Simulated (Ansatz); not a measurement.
Consider the substitution at a C–C bond: `OC(F)CF` + `B[NH][GeH3]` → `B[N]([GeH3])CF` + `OCF`.

Program: Ansatz. Geometries: PBE0-D4/def2-TZVP. ΔE: electronic, gas phase. CCSD(T)/CBS is the MP2 limit (def2-TZVPP, def2-QZVPP) plus CCSD(T) − MP2 in def2-TZVPP, frozen cores. Functionals use def2-TZVPP. B3LYP here is the variant with VWN-RPA as its local correlation; programs differ in this. For Ge outer-core shells are correlated without core-valence functions, which leaves a few kJ/mol of doubt a bond. Scalar relativity is left out up to krypton. Each species was taken in one conformer, which may not be the lowest.

| level | ΔE (kJ/mol) | difference from CCSD(T)/CBS |
| --- | --- | --- |
| PBE-D4 | 22.0 | -1.8 |
| r2SCAN-D4 | 27.0 | 3.2 |
| PBE0-D4 | 24.1 | 0.3 |
| B3LYP-D4 | 21.3 | -2.5 |
| ωB97X-V | 25.2 | 1.4 |
| ωB97M-V | 26.6 | 2.8 |
| B2PLYP | 23.9 | 0.1 |
| PBE | 24.7 | 0.9 |
| r2SCAN | 27.8 | 4.0 |
| PBE0 | 26.5 | 2.7 |
| B3LYP | 25.6 | 1.8 |
| HF/def2-TZVPP | 28.3 | 4.5 |
| MP2/def2-TZVPP | 20.1 | -3.7 |
| SCS-MP2/def2-TZVPP | 20.4 | -3.4 |
| CCSD/def2-TZVPP | 23.5 | -0.3 |
| CCSD(T)/def2-TZVPP | 22.2 | -1.6 |
| HF/def2-QZVPP | 28.1 | 4.3 |
| MP2/def2-QZVPP | 20.9 | -2.9 |
| SCS-MP2/def2-QZVPP | 21.4 | -2.4 |
| HF/CBS(def2) | 28.1 | 4.3 |
| MP2/CBS(def2) | 21.7 | -2.1 |
| CCSD/CBS(def2) | 25.1 | 1.3 |
| CCSD(T)/CBS | 23.8 | 0 |

Largest T1 diagnostic among the species: 0.013.

In def2-TZVPP, CCSD(T) changes the Hartree–Fock value by −6.2 kJ/mol (the triples alone add −1.3 kJ/mol) and MP2 by −8.2 kJ/mol. The D4 term adds −4.3 kJ/mol with B3LYP and −2.5 kJ/mol with PBE0; it sums over pairs of atoms, weighted by their polarisabilities, and B3LYP, whose exchange is more repulsive, gets the larger term.
